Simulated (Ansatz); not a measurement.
Basis-set extrapolation for `O[Si](F)(F)CCl` (PBE0-D4/def2-TZVP geometry, frozen core, the Gaussian-basis code of Ansatz). Multiplicity 1, RHF reference.

```json
{"": "HF", "def2-TZVPP": "-1062.170313", "def2-QZVPP": "-1062.207951"}
{"": "MP2 correlation", "def2-TZVPP": "-1.207908", "def2-QZVPP": "-1.317336"}
{"": "CCSD(T) correlation", "def2-TZVPP": "-1.281107", "def2-QZVPP": "not run"}
```

Energies in hartree. Use E(X) = E(∞) + A·exp(−7.88·√X) for Hartree–Fock and E(X) = E(∞) + B·X^(−2.97) for correlation, with X = 3 and 4, and add CCSD(T) minus MP2 of the smaller set to the MP2 limit.

What is the CCSD(T) energy at the basis-set limit?

HF limit: -1062.207951 + (-0.037638) × 0.13774 = -1062.21314. MP2 limit: -1.317336 + (-0.109428) × 0.74074 = -1.39839. Higher-order term: -1.281107 − (-1.207908) = -0.07320. Total: -1063.68473 hartree, 612.6 kJ/mol below CCSD(T)/def2-TZVPP.
